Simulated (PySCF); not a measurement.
Electron correlation in F (fluorine, neutral)

[He] 2s2 2p5, 2P determinant. Computed with PySCF 2.14 in jorge-DZP-DKH, with scalar relativity by spin-free X2C-1e. Frozen: 1s2; 7 electrons correlated.

MP2 pair energies summed by pair of shells (mhartree):

```tsv
pair	energy	share (%)
2p-2p	-83.19	62.5
2s-2p	-41.92	31.5
2s-2s	-7.92	6.0
```

Total MP2 correlation energy: -133.03 mhartree.

Same-spin part -33.60 and opposite-spin part -99.43 mhartree; SCS-MP2 scales them by 1/3 and 6/5 to -130.52 mhartree.

```tsv
level	correlation energy (mhartree)
CCSD	-143.53
(T)	-1.66
CCSD(T)	-145.19
```

Diagnostics: T1 = 0.0054, D1 = 0.0101, largest double amplitude 0.049.

Q: Is a single reference adequate?

A: Yes: T1 lies below 0.03 and no double amplitude reaches 0.07.
